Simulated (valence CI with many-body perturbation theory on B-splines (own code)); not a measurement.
## E1 transitions of Se19+

Level of theory: valence CI with perturbative core correlation (CI+MBPT): five valence electrons over a frozen Dirac-Fock core [Ne], radial functions for each j: 9 s, 9 p, 8 d, 6 f, 3 g, 1 h, with the one-electron correlation potential Σ1, the two-electron term Σ2, the three-electron term Σ3, Breit, model QED; selected CI, second order for the rest (own B-spline code, finite nucleus).

No measured levels were compared; by estimate levels of excited configurations hold to 0.05 to 0.15 % of their energy, terms of the ground configuration to about 0.5 %. Among the levels kept, up to 450 cm⁻¹ of a level comes from second order outside the variational space, and about a tenth of that is noise between levels of different J, which matters for small intervals.

Lines 151 to 173 of 173 in falling wavelength, among levels below 134.81 eV, chosen from the strongest by gf and those to the six lowest levels. Wavelengths and rates use the calculated energies, so an error of 300 cm⁻¹ moves a line at 120.0 Å by 0.036 % and its rate by three times that or more. Electric multipoles are in the length gauge, E1 and E2 with the static RPA response of the core. Weak lines are less certain than strong ones. Lines between different terms over intervals too small for the method are left out, as are lines whose strength nearly cancels. The highest levels of a list are the least certain.

Names give the largest LS component (configuration and term), which can be under half, so a name can repeat, a term be missing and a line seem to break the LS rules; names also repeat where a configuration has a term twice. Letters in brackets count levels of one name in rising energy.

```
λ vac (Å)                  Upper            Lower   A (s⁻¹)  log gf  Branch %
    120.0  3s2 3p2 3d 2D_5/2 [b]  3s2 3p3 2D°_3/2  8.88e+10    0.06      92.4
    119.8  3s2 3p2 3d 2P_1/2 [b]  3s2 3p3 2D°_3/2  5.05e+09   -1.66       4.7
    119.0  3s2 3p2 3d 2F_7/2 [b]  3s2 3p3 2D°_5/2  1.67e+11    0.45     100.0
    118.6  3s2 3p2 3d 2D_3/2 [a]  3s2 3p3 4S°_3/2  2.67e+10   -0.65      62.3
    118.5  3s2 3p2 3d 2D_5/2 [c]  3s2 3p3 2D°_3/2  4.43e+10   -0.25      49.1
    118.0  3s2 3p2 3d 2D_3/2 [c]  3s2 3p3 2P°_1/2  8.99e+10   -0.12      64.0
    117.7  3s2 3p2 3d 2P_3/2 [b]  3s2 3p3 2D°_5/2  7.22e+07   -3.22       0.1
    117.0  3s2 3p2 3d 2P_1/2 [a]  3s2 3p3 4S°_3/2  1.32e+10   -1.27       9.3
    114.6  3s2 3p2 3d 2D_5/2 [a]  3s2 3p3 4S°_3/2  1.79e+10   -0.67      14.8
    114.5  3s2 3p2 3d 2P_3/2 [b]  3s2 3p3 2D°_3/2  2.82e+09   -1.65       2.4
    113.7      3s2 3p2 3d 2S_1/2  3s2 3p3 2D°_3/2  1.74e+10   -1.17      13.3
    112.4  3s2 3p2 3d 2D_3/2 [c]  3s2 3p3 2D°_5/2  3.69e+08   -2.55       0.3
    112.3  3s2 3p2 3d 2D_3/2 [b]  3s2 3p3 4S°_3/2  1.91e+08   -2.84       0.1
    112.0  3s2 3p2 3d 2D_5/2 [d]  3s2 3p3 2D°_5/2  6.20e+09   -1.16       4.1
    111.3  3s2 3p2 3d 2D_5/2 [b]  3s2 3p3 4S°_3/2  3.03e+09   -1.47       3.1
    111.1  3s2 3p2 3d 2P_1/2 [b]  3s2 3p3 4S°_3/2  2.30e+08   -3.07       0.2
    110.0  3s2 3p2 3d 2D_5/2 [c]  3s2 3p3 4S°_3/2  2.97e+09   -1.49       3.3
    109.5  3s2 3p2 3d 2D_3/2 [c]  3s2 3p3 2D°_3/2  3.31e+07   -3.62       0.0
    109.2  3s2 3p2 3d 2D_5/2 [d]  3s2 3p3 2D°_3/2  1.05e+09   -1.95       0.7
    106.6  3s2 3p2 3d 2P_3/2 [b]  3s2 3p3 4S°_3/2  4.01e+08   -2.56       0.3
    105.9      3s2 3p2 3d 2S_1/2  3s2 3p3 4S°_3/2  2.62e+08   -3.05       0.2
    102.2  3s2 3p2 3d 2D_3/2 [c]  3s2 3p3 4S°_3/2  4.27e+08   -2.57       0.3
    101.9  3s2 3p2 3d 2D_5/2 [d]  3s2 3p3 4S°_3/2  1.24e+09   -1.94       0.8
```

**Question.** How does gf follow from A for the line at 106.6 Å?

**Answer.** gf = 1.4992 × (2J+1)_upper × A / σ², with σ = 938190 cm⁻¹ and 2J+1 = 4: gf = 0.00273.
